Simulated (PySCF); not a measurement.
Atom-mapped SMILES (the numbers label the heavy atoms): `[CH3:1][C:2]#[C:3][Si@@:4]([NH2:5])([PH2:6])[SiH2:7][PH2:8]`. Hydrogens are named by the atom that carries them. Ha(Si7) is pro-R; Hb(Si7) is pro-S.

[PySCF: shieldings: GIAO PBE0/pcSseg-1; coordinates at the GFN2-xTB level; a single conformation; relativity neglected; fast rotation and ring inversion assumed for equivalent nuclei; isolated molecule]

References, each an isolated molecule treated in the same way: $^{13}$C and $^{1}$H and $^{29}$Si against TMS; $^{15}$N against NH3; H3PO4 for $^{31}$P.

| atoms | nucleus | count | Hirshfeld charge | δ (ppm) |
| --- | --- | --- | --- | --- |
| H(C1) | $^{1}$H | 3 | 0.06 | 2.05 |
| P8 | $^{31}$P | 1 | -0.02 | ? |
| C1 | $^{13}$C | 1 | -0.09 | ? |
| H(P8) | $^{1}$H | 2 | -0.01 | 1.19 |
| P6 | $^{31}$P | 1 | -0.03 | -261.9 |
| H(P6) | $^{1}$H | 2 | -0.01 | 1.47 |
| Ha(Si7) | $^{1}$H | 1 | -0.08 | ? |
| Si4 | $^{29}$Si | 1 | 0.28 | ? |
| N5 | $^{15}$N | 1 | -0.32 | 24.5 |
| Hb(Si7) | $^{1}$H | 1 | -0.07 | 3.81 |
| C2 | $^{13}$C | 1 | -0.03 | 113.4 |
| C3 | $^{13}$C | 1 | -0.20 | 91.7 |
| H(N5) | $^{1}$H | 2 | 0.11 | 0.69 |
| Si7 | $^{29}$Si | 1 | 0.18 | -89.7 |

Task: Fill in the missing shifts.

Result: 
- C1: 5.9 ppm, propargylic methyl carbon; saturated and bonded to C and H only
- Ha(Si7): 4.15 ppm, hydrogen on a silicon bonded to P, Si
- Si4: -38.5 ppm, silicon bonded to C, N, P, Si
- P8: -317.1 ppm, phosphorus bonded to Si, 2 H

The OH or NH signal is concentration- and solvent-dependent in practice; the value given is the gas-phase one. Shifts are as computed. Against solution values, carbons near 30 ppm lie about +3 ppm off and those near 130 ppm about +5 ppm. Of 1211 compounds with measured shifts, 218 miss one by over three times the rms of a fit or turn the order of signals round; such compounds aren't used in these exercises. Experimental scales use liquid or dissolved standards, which lie at an offset from isolated NH3 (liquid NH3: subtract about 20 ppm) and H3PO4.
